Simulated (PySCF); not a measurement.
# Structure from 2D NMR

Compound of formula C7H9NSi. Correlations simulated from computed shifts and the bond graph:

HSQC (one-bond C–H):
```csv
δH,δC
6.63,118.5
6.33,108.2
2.10,6.8
```

COSY cross peaks (H two or three bonds apart, from the bond graph; peaks can be absent where the dihedral angle is near 90°):
```csv
δH,δH
6.63,6.33
```

HMBC (two and three bonds, from the bond graph):
```csv
δH,δC
6.63,"118.5, 108.2"
6.33,"118.5, 108.2"
5.30,"118.5, 107.6, 72.5"
2.10,"107.6, 72.5"
```

Carbons without hydrogens: δ 107.6, 72.5.

PySCF 2.14 calculation with coordinates at the PBE0-D3(BJ)/def2-SVP level and σ from GIAO-KT2/pcSseg-1; no solvent model, one averaged value for each set of equivalent atoms, no relativistic terms, single conformer.

Shifts are taken against calculated references (same method and geometry level): TMS for ¹H and ¹³C.

Exchangeable hydrogens are left out of these lists.

Work out the connectivity.

Results:

`CC#C[SiH2]n1cccc1`.

Numbering as in the mapped SMILES `[CH3:1][C:2]#[C:3][SiH2:4][n:5]1[cH:6][cH:7][cH:8][cH:9]1` (H(Xn): hydrogen on atom n).

1. δC 118.5 is C6/C9, an aromatic CH next to a ring nitrogen (δH 6.63).
2. δC 108.2 is C7/C8, an aromatic CH (δH 6.33).
3. δC 107.6 is C2, an alkyne carbon.
4. δC 72.5 is C3, an alkyne carbon.
5. δC 6.8 is C1, a propargylic methyl carbon (δH 2.10).
6. HMBC from δH 5.30 reaches the proton-free carbons C2, C3.
7. HMBC from δH 2.10 reaches the proton-free carbons C2, C3.
8. COSY links 6.63–6.33.

The shifts were computed for this structure.

Shifts are as computed. Against solution values, carbons near 30 ppm lie about +2 ppm off and those near 130 ppm about -5 ppm. Of 1211 compounds with measured shifts, 218 miss one by over three times the rms of a fit or turn the order of signals round; such compounds aren't used in these exercises.
